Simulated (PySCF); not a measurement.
## Correlation energy of Ne (neon, neutral)

[Ne], closed-shell 1S. Computed with PySCF 2.14 in pcseg-2 (4s3p2d1f, 30 functions), with no relativity, point nucleus. Frozen: 1s2; 8 electrons correlated.

MP2 pair energies summed by pair of shells (mhartree):

| pair | energy | share (%) |
| --- | --- | --- |
| 2p-2p | -183.20 | 73.6 |
| 2s-2p | -57.29 | 23.0 |
| 2s-2s | -8.59 | 3.4 |

Total MP2 correlation energy: -249.08 mhartree.

Same-spin part -66.17 and opposite-spin part -182.91 mhartree; SCS-MP2 scales them by 1/3 and 6/5 to -241.55 mhartree.

```
  level  correlation energy (mhartree)
   CCSD                        -251.90
    (T)                          -4.01
CCSD(T)                        -255.91
```

Diagnostics: T1 = 0.0077, D1 = 0.0119, largest double amplitude 0.029.

Task: Is a single reference adequate?

Result: Yes: T1 lies below 0.03 and no double amplitude reaches 0.07.
